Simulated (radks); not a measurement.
Results of a calculation; reference values are marked as such.
Sb II, 50 electrons, occupied as [Kr] 4d(up 5, down 5) 5s2 5p2 (the NIST ground configuration).

Code: a radial shooting solver on a logarithmic mesh with Libxc functionals. Model: scalar-relativistic Kohn-Sham, PBE, spin-polarised, spherical densities, finite nucleus; open shells are filled with parallel spins first (spin-orbit coupling, left out, can overturn this in heavy ions); Fermi nuclear charge, rms radius 4.6802 fm.

Energy parts (hartree):
total: -6480.99185
kinetic: 6778.04935
electron-nucleus: -15659.05061
Hartree: 2569.90913
exchange-correlation: -169.89971

Orbitals (lengths in bohr, moments of r in powers of bohr):
orbital  occ.  eigenvalue (hartree)   <1/r>
1s up       1             -1113.954   54.32
1s down     1             -1113.952   54.32
2s up       1             -169.7766   12.41
2s down     1             -169.7760   12.41
2p up       3             -152.4537   11.92
2p down     3             -152.4524   11.92
3s up       1             -33.53510   4.423
3s down     1             -33.53361   4.423
3p up       3             -27.88752   4.209
3p down     3             -27.88581   4.209
3d up       5             -19.26861   3.976
3d down     5             -19.26702   3.976
4s up       1              -5.78020   1.758
4s down     1              -5.77653   1.758
4p up       3              -4.05169   1.600
4p down     3              -4.04772   1.601
4d up       5              -1.54367   1.292
4d down     5              -1.53530   1.298
5s up       1              -0.78032  0.5956
5s down     1              -0.72595  0.6027
5p up       2              -0.46395  0.4792
5p down     0              -0.40594  0.4773

The highest occupied level is 5p up at -12.625 eV. Spin moment in Bohr magnetons: 2. The spin density at the nucleus is -2.011 e/bohr^3 (1s -0.204, 2s 0.069, 3s 0.037, 4s 0.117, 5s -2.030). The density falls to 0.001 e/bohr^3 at r = 4.26 bohr. Summed over all electrons, <r^2> = 47.66 bohr^2, which gives a Langevin (diamagnetic) susceptibility term of -37.7 x 10^-6 cm^3/mol. The electron density at the nucleus is 2.151e+05 e/bohr^3 (large components only).
